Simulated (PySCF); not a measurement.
**Computed structure and properties of [NdH4]−**

System: [NdH4]− (singlet in the valence; each metal's 4f electrons, 3 of them, lie in its core potential, out of spins and levels); start: template (Td). Method: PySCF 2.14.0, RKS PBE0, Nd lcecp-1-SVP with ECP49, H def2-SVP; non-relativistic Hamiltonian with scalar-relativistic core potentials where named; density fitting; no spin-orbit coupling.

Input of the relaxation:

```python
mol = gto.M(atom='''
Nd     0.00000     0.00000     0.00000
H      1.30630     1.30630     1.30630
H     -1.30630    -1.30630     1.30630
H      1.30630    -1.30630    -1.30630
H     -1.30630     1.30630    -1.30630''',
    basis={'Nd': 'lcecp-1-SVP', 'H': 'def2-SVP'},
    ecp={'Nd': 'lcecp-1-SVP'},
    charge=-1, spin=0)
mf = dft.RKS(mol, xc='PBE0')
mf.grids.atom_grid = (50, 194)  # f atoms: unpruned, at least (60, 302)
mf = mf.density_fit()  # fitting sets: Nd AutoAux, H def2-universal-JKFIT
mf.conv_tol = 1e-08; mf.max_cycle = 55
mf.kernel(dm0)  # dm0: converged density of the start geometry
# quasi-Newton relaxation in Cartesian coordinates to a largest gradient under 0.00045 Eh/bohr, steps kept in the point group
```

Run from Python with OMP_NUM_THREADS=2; the lines above give its settings. Where DIIS fails, smearing, a level shift and second-order steps follow.
It took 4.2 s on 2 threads of Arm Neoverse V1 (shared host), from the converged density of the start.

Course of the relaxation:

```tsv
step	energy above end (eV)	largest force component within the symmetry (eV/Å)
0	0.1452	0.352
1	0.0699	0.252
2	0.0003	0.018
3	0.0000	0.002
```

Relaxed geometry (Td):

```xyz
5

Nd    0.0000    0.0000    0.0000
H     1.2413    1.2413    1.2413
H    -1.2413   -1.2413    1.2413
H     1.2413   -1.2413   -1.2413
H    -1.2413    1.2413   -1.2413
```

```
   contact      Å
Nd1–H2 (H)  2.150
Nd1–H3 (H)  2.150
Nd1–H4 (H)  2.150
Nd1–H5 (H)  2.150
```

On the finer grid (75, 302):

```
HOMO                                                          : -2.03 eV
LUMO                                                          : 3.77 eV
Dipole about the centre of mass                               : 0.00 D
Set of Mulliken populations of Nd1 outside the core potential : s 2.66, p 6.57, d 1.50, f 0.02
D3(BJ) dispersion energy (not in the energies)                : -0.044 eV
```

| atom | Mulliken (e) | Löwdin (e) | spin (e) |
| --- | --- | --- | --- |
| Nd1 | 0.25 | -0.05 | 0.00 |
| H2 | -0.31 | -0.24 | 0.00 |
| H3 | -0.31 | -0.24 | 0.00 |
| H4 | -0.31 | -0.24 | 0.00 |
| H5 | -0.31 | -0.24 | 0.00 |

The 4f levels lie in the core potential and are missing. Their spin isn't counted.

On the grid (50, 194), as all that follows. Harmonic modes: a minimum; lowest 446 cm⁻¹ (negative: unstable), highest 1302 cm⁻¹, zero-point energy 0.448 eV.

Taking off one H (charge -1, singlet; the rest: singlet) in vacuum, both parts rigid, costs 4.60 eV; the small basis without counterpoise inflates it.

Rigid scan of H along the line from its metal:

distance to H2 (Å), energy (eV) and a bar:
```
     1.85      0.345 ######
     1.95      0.136 ##
     2.05      0.030 #
     2.15      0.000 
     2.25      0.025 
     2.35      0.090 ##
     2.55      0.294 #####
     2.85      0.683 ###########
     3.25      1.215 ####################
     3.75      1.794 ##############################
```

One start shape was tried, so this needn't be the lowest isomer.

An lcecp potential fixes the number of 4f electrons, so in runs with it no electron can move into or out of that shell.
